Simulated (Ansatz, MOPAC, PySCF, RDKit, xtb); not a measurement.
Torsion H4–S1–Si2–Cl3 in ClHSSi (SMILES S[Si]Cl); at each angle all else is relaxed with GFN2-xTB, and the levels are single points there.
Geometry at 180° (charge 0, multiplicity 1):
```xyz
4

S     -1.221     0.523     0.475
Si     0.778     0.821    -0.353
Cl     1.331     2.494     0.678
H     -1.483    -0.561    -0.244
```

| level | energy at 270° less that at 180° (meV) | minus CCSD(T)/CBS(cc-pV(T+d)Z, cc-pV(Q+d)Z) | cost |
|---|---|---|---|
| MMFF94 | -36.0 | -528.3 | - |
| GFN-FF | 21.9 | -470.3 | - |
| PM6 | 75.2 | -417.1 | - |
| PM7 | 216.9 | -275.3 | - |
| GFN1-xTB | 289.3 | -202.9 | - |
| GFN2-xTB | 188.1 | -304.1 | - |
| HF/STO-3G | 476.0 | -16.2 | - |
| HF/cc-pV(D+d)Z | 509.0 | 16.8 | - |
| HF/cc-pV(T+d)Z | 501.2 | 9.0 | - |
| SVWN5/def2-TZVPP | 527.6 | 35.4 | ×0.9 |
| PBE/def2-TZVPP | 518.1 | 25.8 | ×1 |
| PBE-D3(BJ)/def2-TZVPP | 517.2 | 24.9 | ×1 |
| PBE-D4/def2-TZVPP | 517.9 | 25.7 | ×1 |
| BLYP-D4/def2-TZVPP | 508.7 | 16.5 | ×1 |
| BP86/6-31G* | 539.8 | 47.6 | - |
| r2SCAN/def2-TZVPP | 547.9 | 55.7 | ×2 |
| r2SCAN-D3(BJ)/def2-TZVPP | 547.5 | 55.3 | ×2 |
| B3LYP/6-31G* | 527.1 | 34.8 | - |
| B3LYP/6-311+G** | 508.6 | 16.4 | - |
| B3LYP/LANL2DZ | 514.0 | 21.8 | - |
| B3LYP/def2-TZVPP | 507.0 | 14.8 | ×2 |
| B3LYP-D3(BJ)/def2-TZVPP | 506.2 | 13.9 | ×2 |
| B3LYP-D4/def2-TZVPP | 507.0 | 14.8 | ×2 |
| PBE0/def2-TZVPP | 515.1 | 22.8 | ×2 |
| PBE0-D3(BJ)/def2-TZVPP | 514.1 | 21.8 | ×2 |
| M06-2X/6-31G* | 520.7 | 28.5 | - |
| M06-2X/def2-TZVPP | 499.6 | 7.3 | - |
| wB97X-V/def2-TZVPP | 500.0 | 7.8 | ×4 |
| wB97M-V/def2-TZVPP | 493.4 | 1.1 | ×4 |
| MP2/cc-pV(D+d)Z | 539.8 | 47.6 | - |
| MP2/cc-pV(T+d)Z | 516.0 | 23.8 | - |
| MP2/cc-pV(Q+d)Z | 511.9 | 19.7 | - |
| SCS-MP2/cc-pV(D+d)Z | 530.2 | 38.0 | - |
| SCS-MP2/cc-pV(Q+d)Z | 503.3 | 11.0 | - |
| CCSD/cc-pV(D+d)Z | 512.9 | 20.7 | - |
| CCSD/cc-pV(T+d)Z | 490.5 | -1.7 | - |
| CCSD(T)/cc-pV(D+d)Z | 524.5 | 32.2 | ×2 |
| CCSD(T)/cc-pV(T+d)Z | 499.0 | 6.8 | ×8 |
| CCSD(T)/cc-pV(Q+d)Z | 494.1 | 1.9 | ×60 |
| CCSD(T)/CBS(cc-pV(T+d)Z, cc-pV(Q+d)Z) | 492.2 | 0.0 | ×70 |

 The comparison column counts from a level with limits of its own.

The rows run from -36.0 (MMFF94) to 547.9 meV (r2SCAN/def2-TZVPP). From cc-pV(D+d)Z to cc-pV(Q+d)Z CCSD(T) changes by -30.4. The dispersion term adds -0.9 in PBE-D3(BJ), -0.2 in PBE-D4, -0.4 in r2SCAN-D3(BJ). The 8 functionals in def2-TZVPP without D3 or D4 span 54.6, from wB97M-V to r2SCAN.

On the grid 0° to 330°, 270° is the highest and 180° the lowest point at CCSD(T)/CBS(cc-pV(T+d)Z, cc-pV(Q+d)Z).

Correlated levels freeze the cores. CBS: X⁻³ extrapolation of the correlation energy, Hartree–Fock from the larger set. Rows in 6-311+G**, 6-31G*, LANL2DZ, STO-3G carry no dispersion term and start afresh at each structure (6-31G* with six Cartesian d functions). LANL2DZ brings its own core potentials from Na on. The state reached by PM6, PM7 isn't checked; PM7 holds dispersion and hydrogen-bond terms.

Programs: Ansatz (Gaussian orbitals); MOPAC for PM6, PM7 (differences of heats of formation); PySCF for 6-311+G** rows, 6-31G* rows, LANL2DZ rows, M06-2X, STO-3G rows, the dispersion terms; RDKit for the force fields; xtb for the GFN methods. Values without a source in brackets are computed.

Costs are rough ratios of core time to PBE/def2-TZVPP (about 1.7 s over the structures, on one shared machine); a dash marks a level with no comparable run of its own.

Ansatz is an electronic-structure program.
